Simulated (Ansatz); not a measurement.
Mulliken charges of C₂H₃F₂NSi, SMILES `C=C=N[SiH](F)F` from B3LYP/def2-TZVPP in Ansatz (PBE0-D4/def2-TZVP geometry).

```tsv
atom	x (Å)	y (Å)	z (Å)	charge (e)
C1	-1.305	-1.193	1.332	-0.303
C2	-0.581	-0.746	0.343	0.130
N3	0.076	-0.381	-0.604	-0.225
Si4	1.079	0.928	-1.030	0.826
F5	1.066	2.081	0.055	-0.301
F6	0.507	1.543	-2.366	-0.296
H7	-2.353	-0.933	1.395	0.122
H8	-0.856	-1.814	2.095	0.121
H9	2.455	0.469	-1.236	-0.074
```

Problem. By hand: the dipole of these point charges (1 e Å = 4.8032 D).

Solution. Σ q r = (0.151, -0.334, 0.125) e Å, of length 0.387 e Å = 1.86 D.

Problem. How does the dipole of the full density compare? (Estimate.)

Solution. Ansatz gave: (0.047, -0.230, 0.212) e Å, 1.52 D; the point charges give 1.22 times that, at 26° from its direction.

Point charges leave out the atoms' own dipoles, such as those of lone pairs, and Mulliken's split depends on the basis, so the two needn't agree.

B3LYP here is the variant with VWN-RPA as its local correlation; programs differ in this.
